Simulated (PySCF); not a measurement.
PySCF job for Al(AsH2)(F)(H) (AlAsFH₃), SMILES [F][AlH][AsH2], TDA-B3LYP/def2-SVPD. Geometry optimised at PBE0-D3(BJ)/def2-TZVP. The geometry has at least one imaginary mode, so it is a saddle point at that level.

```python
import numpy as np
from pyscf import gto, scf, dft, tdscf

mol = gto.M(
    atom='''
    Al   -0.53486896   -1.23955097    0.00000000
    As    0.01743384    1.13172417   -0.00000000
    H     1.04598236    0.83096788   -1.08785159
    H     1.04598236    0.83096787    1.08785160
    F     0.69768007   -2.33884261   -0.00000000
    H    -1.99310570   -1.84508729   -0.00000000
    ''',
    basis='def2-SVPD',
    charge=0,
    spin=0,
    symmetry=True,
    max_memory=1600,
    verbose=4,
)
mf = dft.RKS(mol, xc='b3lyp').density_fit(auxbasis='def2-universal-jkfit')
mf.grids.level = 3
mf.conv_tol = 1e-9
mf.max_cycle = 100
mf.kernel()
mf.grids = dft.Grids(mol).set(level=1).build(with_non0tab=True)  # coarser grid for the response kernel
td = tdscf.TDA(mf)
td.singlet = True
td.nstates = 10
td.conv_tol = 1e-4
td.kernel(x0=td.get_init_guess(mf, 15))
td.analyze()
tt = tdscf.TDA(mf)
tt.singlet = False
tt.nstates = 4
tt.conv_tol = 1e-4
tt.kernel(x0=tt.get_init_guess(mf, 9))
tt.analyze(verbose=3)
```

It prints:

```
PySCF version 2.14.0

[INPUT] verbose = 4
[INPUT] num. atoms = 6
[INPUT] num. electrons = 58
[INPUT] charge = 0
[INPUT] spin (= nelec alpha-beta = 2S) = 0
[INPUT] symmetry True subgroup None
[INPUT] Mole.unit = angstrom
[INPUT] Symbol           X                Y                Z      unit          X                Y                Z       unit  Magmom
[INPUT]  1 Al    -0.534868960000  -1.239550970000   0.000000000000 AA   -1.010755846931  -2.342411850739   0.000000000000 Bohr   0.0
[INPUT]  2 As     0.017433840000   1.131724170000   0.000000000000 AA    0.032945182899   2.138648729851   0.000000000000 Bohr   0.0
[INPUT]  3 H      1.045982360000   0.830967880000  -1.087851590000 AA    1.976620191526   1.570301711510  -2.055741569273 Bohr   0.0
[INPUT]  4 H      1.045982360000   0.830967870000   1.087851600000 AA    1.976620191526   1.570301692613   2.055741588170 Bohr   0.0
[INPUT]  5 F      0.697680070000  -2.338842610000   0.000000000000 AA    1.318424254867  -4.419771981363   0.000000000000 Bohr   0.0
[INPUT]  6 H     -1.993105700000  -1.845087290000   0.000000000000 AA   -3.766423910310  -3.486709654016   0.000000000000 Bohr   0.0

nuclear repulsion = 217.195776535737
point group symmetry = Cs
symmetry origin: [-3.58396332e-09 -9.77444271e-10  3.25814846e-10]
symmetry axis x: [1.00000000e+00 1.72780003e-09 8.78700889e-10]
symmetry axis y: [ 1.72780003e-09 -1.00000000e+00  2.25552220e-11]
symmetry axis z: [-8.78700889e-10  2.25552415e-11  1.00000000e+00]
num. orbitals of irrep A' = 73
num. orbitals of irrep A" = 36
number of shells = 45
number of NR pGTOs = 185
number of NR cGTOs = 109
basis = def2-SVPD
ecp = {}


******** <class 'pyscf.df.df_jk.DFSymAdaptedRKS'> ********
method = DFSymAdaptedRKS
initial guess = minao
damping factor = 0
level_shift factor = 0
DIIS = <class 'pyscf.scf.diis.CDIIS'>
diis_start_cycle = 1
diis_space = 8
diis_damp = 0
SCF conv_tol = 1e-09
SCF conv_tol_grad = None
SCF max_cycles = 100
direct_scf = False
XC library pyscf.dft.libxc version 7.1.2
    S. Lehtola, C. Steigemann, M. J. T. Oliveira, and M. A. L. Marques,  SoftwareX 7, 1–5 (2018)
XC functionals = b3lyp
    P. J. Stephens, F. J. Devlin, C. F. Chabalowski, and M. J. Frisch,  J. Phys. Chem. 98, 11623 (1994)
radial grids:
    Treutler-Ahlrichs [JCP 102, 346 (1995); DOI:10.1063/1.469408] (M4) radial grids

becke partition: Becke, JCP 88, 2547 (1988); DOI:10.1063/1.454033
pruning grids: <function nwchem_prune>
grids dens level: 3
symmetrized grids: True
atomic radii adjust function: <function treutler_atomic_radii_adjust>
small_rho_cutoff = 0
Freeze 0 electrons in irreps []
    58 free electrons in irreps A' A"
Set gradient conv threshold to 3.16228e-05
Initial guess from minao.
tot grids = 83296
******** <class 'pyscf.df.df.DF'> ********
auxbasis = def2-universal-jkfit
init E= -2578.82986853473
HOMO (A') = -0.286193948204495  LUMO (A") = -0.0812232656386684  gap/eV = 5.57754
cycle= 1 E= -2579.60304592483  delta_E= -0.773  |g|= 0.614  |ddm|=  2.5
HOMO (A') = -0.23717343223369  LUMO (A") = -0.071203432704765  gap/eV = 4.51627
cycle= 2 E= -2579.42778282351  delta_E= 0.175  |g|=  1.2  |ddm|= 1.25
HOMO (A') = -0.263677886047825  LUMO (A") = -0.0685074522733364  gap/eV = 5.31086
cycle= 3 E= -2579.66979884456  delta_E= -0.242  |g|= 0.0763  |ddm|= 0.758
HOMO (A') = -0.27099190530274  LUMO (A") = -0.0647880856062968  gap/eV = 5.61109
cycle= 4 E= -2579.67098763998  delta_E= -0.00119  |g|= 0.0196  |ddm|= 0.13
HOMO (A') = -0.269493296133205  LUMO (A") = -0.0667115119490735  gap/eV = 5.51797
cycle= 5 E= -2579.67111151797  delta_E= -0.000124  |g|= 0.00943  |ddm|= 0.0466
HOMO (A') = -0.269993253193055  LUMO (A") = -0.0661357691048106  gap/eV = 5.54724
cycle= 6 E= -2579.67113426586  delta_E= -2.27e-05  |g|= 0.00139  |ddm|= 0.0155
HOMO (A') = -0.269818790324015  LUMO (A") = -0.0660567229943281  gap/eV = 5.54465
cycle= 7 E= -2579.67113464059  delta_E= -3.75e-07  |g|= 0.000248  |ddm|= 0.00261
HOMO (A') = -0.269849247808189  LUMO (A") = -0.0660840529100848  gap/eV = 5.54473
cycle= 8 E= -2579.67113465801  delta_E= -1.74e-08  |g|= 5.48e-05  |ddm|= 0.00053
HOMO (A') = -0.269844207772962  LUMO (A") = -0.0660804088902363  gap/eV = 5.54470
cycle= 9 E= -2579.67113465896  delta_E= -9.46e-10  |g|= 1.58e-05  |ddm|= 0.00011
HOMO (A') = -0.269846399806753  LUMO (A") = -0.0660822474601064  gap/eV = 5.54471
Extra cycle  E= -2579.67113465892  delta_E= 3.96e-11  |g|= 2.31e-05  |ddm|= 4.36e-05
converged SCF energy = -2579.67113465892
tot grids = 26400


******** <class 'pyscf.tdscf.rks.TDA'> for <class 'pyscf.df.df_jk.DFSymAdaptedRKS'> ********
nstates = 10 singlet
deg_eia_thresh = 1.000e-03
wfnsym = None
conv_tol = 0.0001
eigh lindep = 1e-12
eigh level_shift = 0
eigh max_cycle = 100


Excitation energies (eV)
[4.49092115 5.78757535 5.90768784 6.47255491 6.5288523  6.9288644
 7.08741628 7.43288836 7.52549092 7.86339102]

** Singlet excitation energies and oscillator strengths **
Excited State   1:   A"      4.49092 eV    276.08 nm  f=0.0012
      29 -> 30       -0.70348
Excited State   2:   A"      5.78758 eV    214.22 nm  f=0.0001
      28 -> 30       -0.69773
Excited State   3:   A'      5.90769 eV    209.87 nm  f=0.1866
      29 -> 31       -0.64723
      29 -> 32        0.24852
Excited State   4:   A"      6.47255 eV    191.55 nm  f=0.0132
      28 -> 33       -0.11899
      29 -> 33       -0.68864
Excited State   5:   A'      6.52885 eV    189.90 nm  f=0.0522
      28 -> 34        0.10503
      29 -> 31        0.19682
      29 -> 32        0.60160
      29 -> 34        0.24643
Excited State   6:   A'      6.92886 eV    178.94 nm  f=0.0285
      28 -> 31        0.61791
      29 -> 32       -0.13162
      29 -> 34        0.29091
Excited State   7:   A'      7.08742 eV    174.94 nm  f=0.2772
      26 -> 30       -0.20261
      28 -> 31       -0.31175
      29 -> 32       -0.12943
      29 -> 34        0.55920
Excited State   8:   A'      7.43289 eV    166.80 nm  f=0.0059
      26 -> 30       -0.35428
      28 -> 32        0.59919
Excited State   9:   A"      7.52549 eV    164.75 nm  f=0.0333
      27 -> 30       -0.65259
      28 -> 33        0.23371
Excited State  10:   A'      7.86339 eV    157.67 nm  f=0.0985
      26 -> 30        0.46889
      28 -> 32        0.31787
      28 -> 34       -0.18326
      29 -> 34        0.15511
      29 -> 35        0.29749

** Transition electric dipole moments (AU) **
state          X           Y           Z        Dip. S.      Osc.
  1        -0.0000     -0.0000      0.1057      0.0112      0.0012
  2        -0.0000     -0.0000     -0.0295      0.0009      0.0001
  3        -0.0287     -1.1351      0.0000      1.2892      0.1866
  4         0.0000     -0.0000      0.2888      0.0834      0.0132
  5         0.2961      0.4883     -0.0000      0.3261      0.0522
  6         0.3520     -0.2095      0.0000      0.1678      0.0285
  7        -0.8571     -0.9285      0.0000      1.5967      0.2772
  8        -0.1489      0.0999     -0.0000      0.0322      0.0059
  9        -0.0000      0.0000     -0.4252      0.1808      0.0333
 10        -0.5529     -0.4536      0.0000      0.5114      0.0985

** Transition velocity dipole moments (imaginary part, AU) **
state          X           Y           Z        Dip. S.      Osc.
  1        -0.0000      0.0000     -0.0244      0.0006      0.0024
  2         0.0000      0.0000     -0.0356      0.0013      0.0040
  3         0.0020     -0.1981      0.0000      0.0392      0.1205
  4         0.0000     -0.0000      0.0163      0.0003      0.0007
  5         0.0595      0.0295     -0.0000      0.0044      0.0123
  6         0.0967     -0.0247      0.0000      0.0100      0.0261
  7        -0.1737     -0.1820      0.0000      0.0633      0.1620
  8        -0.0271      0.0168      0.0000      0.0010      0.0025
  9        -0.0000     -0.0000     -0.0471      0.0022      0.0053
 10        -0.0890     -0.1030      0.0000      0.0185      0.0427

** Transition magnetic dipole moments (imaginary part, AU) **
state          X           Y           Z
  1        -0.5585      0.5662     -0.0000
  2        -0.3929      0.2874      0.0000
  3         0.0000     -0.0000      0.2203
  4        -0.9621      0.2286      0.0000
  5        -0.0000     -0.0000     -0.4724
  6        -0.0000      0.0000     -0.3803
  7         0.0000      0.0000     -0.5721
  8        -0.0000      0.0000     -0.9441
  9        -0.3961      0.6944      0.0000
 10        -0.0000      0.0000     -0.2575


******** <class 'pyscf.tdscf.rks.TDA'> for <class 'pyscf.df.df_jk.DFSymAdaptedRKS'> ********
nstates = 4 triplet
deg_eia_thresh = 1.000e-03
wfnsym = None
conv_tol = 0.0001
eigh lindep = 1e-12
eigh level_shift = 0
eigh max_cycle = 100


Excitation energies (eV)
[4.13221792 5.0961158  5.33956385 5.74469268]

** Triplet excitation energies and oscillator strengths **
Excited State   1:   A"      4.13222 eV    300.04 nm  f=0.0000
Excited State   2:   A'      5.09612 eV    243.29 nm  f=0.0000
Excited State   3:   A"      5.33956 eV    232.20 nm  f=0.0000
Excited State   4:   A'      5.74469 eV    215.82 nm  f=0.0000
```

The calculation finished and met its thresholds.

Cost: about 40 core-seconds (a rough figure).
